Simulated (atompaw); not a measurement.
## An all-electron radial function and its pseudo partner (Cr (Z = 24))

Columns: radius, all-electron u(r) and pseudo u(r) of the 4s shell (level -3.56 eV) of chromium in the configuration [Ne] 3s2 3p6 3d6 4s0 4p0; PBE, scalar-relativistic, PAW (atompaw) scheme, atompaw 4.2.0.5.

```csv
r (bohr),all-electron,pseudo
0.115,0.0657,0.0367
0.231,0.1294,0.0736
0.346,0.0069,0.1098
0.462,-0.1319,0.1458
0.577,-0.2140,0.1809
0.692,-0.2329,0.2152
0.808,-0.2024,0.2488
0.923,-0.1410,0.2811
1.038,-0.0637,0.3121
1.154,0.0199,0.3421
1.269,0.1018,0.3703
1.385,0.1794,0.3972
1.500,0.2494,0.4221
1.615,0.3114,0.4453
1.731,0.3659,0.4668
1.846,0.4120,0.4861
1.962,0.4510,0.5036
2.077,0.4828,0.5189
2.192,0.5085,0.5320
2.308,0.5287,0.5431
2.423,0.5437,0.5519
2.538,0.5543,0.5584
2.654,0.5611,0.5627
2.769,0.5643,0.5648
2.885,0.5645,0.5645
3.000,0.5620,0.5620
```

Question: How many radial nodes do the two functions have?

Answer: The all-electron 4s function has n − l − 1 = 3 (the table is too coarse to show those close to the nucleus); the pseudo-wave has 0, since the states of the same l below it are removed with the core.

Question: Where does each function peak?

Answer: Outermost all-electron maximum near 2.88 bohr, pseudo maximum near 2.77 bohr (to the table’s step).

Question: Is the pseudo-wave norm-conserving?

Answer: No, it belongs to a PAW set: the norm inside the radius is not constrained, and the difference is carried by the augmentation charge.
